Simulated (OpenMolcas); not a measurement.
Pr IV: CASPT2 settings compared

```yaml
Program: OpenMolcas 26.06
Basis: ANO-RCC-VDZ [7s6p4d2f]
Scalar_Hamiltonian: DKH4, point nucleus
Active_space: 2 electrons in 7 orbitals (4f)
State_averaging: 2S+1 = 3 even, 21 roots (18 in the spin-orbit step); 2S+1 = 1 even, 14 roots kept (CI in the orbitals of an earlier block)
Spin-orbit_coupling: RASSI with atomic mean-field integrals over the reference wave functions, term energies averaged over their components
```

Methods on the same reference wave functions:
A. CASSCF
B. SS-CASPT2, IPEA 0 Eh, sigma1 regulariser 0.2 Eh (closed shells correlated: 5s 5p)
C. SS-CASPT2, IPEA 0.75 Eh, imaginary shift 0.1 Eh (closed shells correlated: 5s 5p)
D. SS-CASPT2, IPEA 0.5 Eh, sigma2 regulariser 0.15 Eh (closed shells correlated: 5s 5p)

Energies in cm⁻¹ above 4f² ³H₄, the measured ground level; measured values from Martin, Zalubas and Hagan, Atomic Energy Levels: The Rare-Earth Elements, NSRDS-NBS 60 (1978).

| Level | A | B | C | D | Measured |
| --- | --- | --- | --- | --- | --- |
| 4f² ³H₄ | 0.0 | 0.0 | 0.0 | 0.0 | 0.0 |
| 4f² ³H₅ | 2280 | 2290 | 2290 | 2290 | 2152 |
| 4f² ³H₆ | 4729 | 4740 | 4740 | 4740 | 4389 |
| 4f² ³F₂ | 6804 | 6110 | 5820 | 5900 | 4997 |
| 4f² ³F₃ | 8264 | 7610 | 7300 | 7380 | 6415 |

Deviations, from unrounded energies. A percentage is the sum of absolute deviations over the sum of measured energies, with the sign that they share, or ± where signs differ.

```
                        Against measurement  Levels      A      B      C      D
             mean absolute deviation (cm-1)       4   1000    700    550    590
      fine structure of the ground term (%)       2   +7.2   +7.5   +7.5   +7.5
other terms of the ground configuration (%)       2  +32.0  +20.2  +15.0  +16.4
```

C lies closest to measurement on these levels and A furthest from it. The largest miss of C in the table is 4f² ³F₃, by +890 cm-1. The ranking rests on the paired levels alone, and a cruder setting can come out closer through cancelling errors.

Among B to D the level of the table that moves most is 4f² ³F₃, by 300 cm-1 (lowest in C, highest in B). Moves below CASPT2's spread within the term are not significant.

The mean deviations of B to D differ by less than CASPT2's widest spread within a term (150 cm-1), so their order carries little weight.

The lowest spin-free term lies below A's lowest term by 0.162 hartree in B, 0.156 hartree in C, 0.158 hartree in D.

Term energies are means over components that CASPT2 splits; among the terms shown or strongly mixed into the levels shown the widest spread is 150 cm-1 (4f² ³H, C). Some high roots are left out of the spin-orbit mixing, which shifts the levels that they would mix with. The basis is small and was not contracted for so high a charge. Without dynamic correlation excited terms often stand tens of per cent too high (terms of higher spin than the ground term too low), and those without a measured partner can miss by more than the paired ones (holds for A). Some terms miss by over 15 % even with CASPT2, which points to a basis or an active space too small for the shells correlated (holds for B; C; D). Measured partners are found by configuration, term and J. A level has none where our copy of the source lacks it or the pairing is in doubt (some pairs that miss far off the trend of their configuration count as doubtful), and it then counts in no deviation. Levels of configurations outside the active space are missing. Levels that lie high or do not pair safely by name in every column are left out.
